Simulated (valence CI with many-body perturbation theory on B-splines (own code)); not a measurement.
# E1 line list for P8+

Method: relativistic CI+MBPT: five valence electrons over a frozen Dirac-Fock core [He], a basis of 9 s, 9 p, 8 d, 6 f, 3 g, 1 h functions for each j, with the one-electron correlation potential Σ1, the two-electron term Σ2, the three-electron term Σ3, Breit, model QED; selected CI, second order for the rest, scaled by the run's own slope (own B-spline code, finite nucleus).

No measured spectrum was set against this ion. As an estimate, levels of excited configurations hold to 0.05 to 0.15 % of their energy, terms of the ground configuration to about 0.5 %. Among the levels kept, up to 2100 cm⁻¹ of a level comes from second order outside the variational space, and about a tenth of that is noise between levels of different J, which matters for small intervals.

Lines 1 to 50 of 234 in falling wavelength, among levels below 2034400 cm⁻¹, chosen from the strongest by gf and those to the six lowest levels. Wavelengths and rates use the calculated energies, so an error of 300 cm⁻¹ moves a line at 1765 Å by 0.53 % and its rate by three times that or more. Electric multipoles are in the length gauge, E1 and E2 with the static RPA response of the core. Weak lines are less certain than strong ones. Lines between different terms over intervals too small for the method are left out, as are lines whose strength nearly cancels. The highest levels of a list are the least certain.

Names give the largest LS component (configuration and term), which can be under half, so a name can repeat, a term be missing and a line seem to break the LS rules; names also repeat where a configuration has a term twice. Letters in brackets count levels of one name in rising energy.

```csv
λ vac (Å),Upper,Lower,A (s⁻¹),S (a.u.)
1765,2s²2p²3p ²D°_5/2 [a],2s²2p²3s ²D_5/2,3.33e+07,5.43e-01
1754,2s²2p²3p ²S°_1/2,2s²2p²3s ²P_3/2,8.32e+07,4.43e-01
1156,2s²2p²3d ²P_3/2,2s²2p²3p ²P°_3/2 [a],1.03e+08,3.14e-01
1133,2s²2p²3p ²D°_3/2 [a],2s²2p²3s ²P_3/2,9.50e+07,2.73e-01
1102,2s²2p²3p ⁴D°_5/2,2s²2p²3s ⁴P_5/2,9.86e+07,3.91e-01
1084,2s²2p²3p ⁴D°_3/2,2s²2p²3s ⁴P_3/2,2.70e+08,6.79e-01
1072,2s²2p²3d ²D_3/2 [b],2s²2p²3p ²P°_1/2 [b],1.99e+08,4.84e-01
1068,2s²2p²3p ⁴D°_1/2,2s²2p²3s ⁴P_1/2,5.81e+08,6.98e-01
1066,2s²2p²3p ²D°_3/2 [a],2s²2p²3s ²P_1/2,4.38e+08,1.05e+00
1064,2s²2p²3d ²P_1/2,2s²2p²3p ²P°_1/2 [a],2.00e+08,2.37e-01
1063,2s²2p²3p ²D°_5/2 [a],2s²2p²3s ²P_3/2,5.06e+08,1.80e+00
1055,2s²2p²3p ⁴D°_7/2,2s²2p²3s ⁴P_5/2,6.96e+08,3.22e+00
1049,2s²2p²3p ⁴D°_5/2,2s²2p²3s ⁴P_3/2,5.90e+08,2.02e+00
1047,2s²2p²3p ⁴D°_3/2,2s²2p²3s ⁴P_1/2,3.97e+08,9.02e-01
1030,2s²2p²3p ²F°_5/2,2s²2p²3s ²D_3/2,7.55e+08,2.44e+00
1030,2s²2p²3p ⁴P°_3/2,2s²2p²3s ⁴P_5/2,2.59e+08,5.58e-01
1022,2s2p³3p ⁶P_3/2,2s2p³3s ⁶S°_5/2,8.61e+08,1.81e+00
1016,2s2p³3p ⁶P_5/2,2s2p³3s ⁶S°_5/2,8.76e+08,2.72e+00
1013,2s²2p²3p ²F°_7/2,2s²2p²3s ²D_5/2,8.20e+08,3.36e+00
1007,2s2p³3p ⁶P_7/2,2s2p³3s ⁶S°_5/2,9.04e+08,3.64e+00
1001,2s²2p²3p ⁴P°_5/2,2s²2p²3s ⁴P_5/2,6.35e+08,1.89e+00
991.3,2s²2p²3p ⁴P°_1/2,2s²2p²3s ⁴P_3/2,6.88e+08,6.62e-01
983.4,2s²2p²3p ⁴P°_3/2,2s²2p²3s ⁴P_3/2,2.50e+08,4.69e-01
957.4,2s²2p²3p ⁴P°_5/2,2s²2p²3s ⁴P_3/2,1.42e+08,3.69e-01
956.1,2s²2p²3p ²P°_1/2 [a],2s²2p²3s ²P_3/2,2.82e+08,2.44e-01
955.4,2s²2p²3p ²P°_3/2 [a],2s²2p²3s ²P_3/2,5.85e+08,1.01e+00
952.9,2s²2p²3p ⁴P°_3/2,2s²2p²3s ⁴P_1/2,3.00e+08,5.12e-01
948.2,2s²2p²3p ²P°_1/2 [c],2s²2p²3s ²S_1/2,9.82e+08,8.26e-01
948.0,2s²2p²3p ²P°_3/2 [c],2s²2p²3s ²S_1/2,9.78e+08,1.64e+00
943.0,2s²2p²3d ²F_5/2 [b],2s²2p²3p ²D°_3/2 [b],3.62e+08,8.98e-01
941.6,2s²2p²3d ²F_5/2 [b],2s²2p²3p ²D°_5/2 [b],3.01e+08,7.44e-01
939.7,2s²2p²3d ²D_3/2 [b],2s²2p²3p ²D°_3/2 [b],3.35e+08,5.49e-01
939.0,2s²2p²3d ²F_7/2 [b],2s²2p²3p ²D°_5/2 [b],7.41e+08,2.42e+00
913.8,2s²2p²3d ⁴F_7/2,2s²2p²3p ⁴D°_7/2,8.34e+07,2.51e-01
907.9,2s²2p²3p ²P°_1/2 [a],2s²2p²3s ²P_1/2,5.05e+08,3.73e-01
907.2,2s²2p²3p ²P°_3/2 [a],2s²2p²3s ²P_1/2,1.64e+08,2.42e-01
905.3,2s²2p²3d ⁴P_5/2,2s²2p²3p ⁴S°_3/2,4.10e+08,9.01e-01
900.0,2s²2p²3d ⁴F_5/2,2s²2p²3p ⁴D°_5/2,1.92e+08,4.14e-01
889.3,2s²2p²3d ⁴P_3/2,2s²2p²3p ⁴S°_3/2,5.52e+08,7.67e-01
888.1,2s²2p²3d ⁴F_3/2,2s²2p²3p ⁴D°_3/2,2.70e+08,3.73e-01
887.8,2s²2p²3d ⁴F_9/2,2s²2p²3p ⁴D°_7/2,1.15e+09,3.97e+00
881.4,2s²2p²3d ⁴P_1/2,2s²2p²3p ⁴S°_3/2,6.41e+08,4.33e-01
880.9,2s²2p²3d ⁴F_7/2,2s²2p²3p ⁴D°_5/2,1.08e+09,2.92e+00
880.8,2s²2p²3d ²F_5/2 [a],2s²2p²3p ²D°_3/2 [a],1.03e+09,2.08e+00
879.0,2s²2p²3d ²F_7/2 [a],2s²2p²3p ²D°_5/2 [a],1.09e+09,2.92e+00
877.2,2s²2p²3d ²P_3/2,2s²2p²3p ⁴P°_3/2,1.80e+08,2.39e-01
875.7,2s²2p²3d ⁴D_5/2,2s²2p²3p ⁴P°_5/2,1.77e+08,3.52e-01
875.5,2s²2p²3d ⁴F_5/2,2s²2p²3p ⁴D°_3/2,9.86e+08,1.96e+00
874.1,2s²2p²3d ⁴F_3/2,2s²2p²3p ⁴D°_1/2,8.90e+08,1.17e+00
867.2,2s²2p²3d ²G_9/2,2s²2p²3p ²F°_7/2,1.31e+09,4.23e+00
```
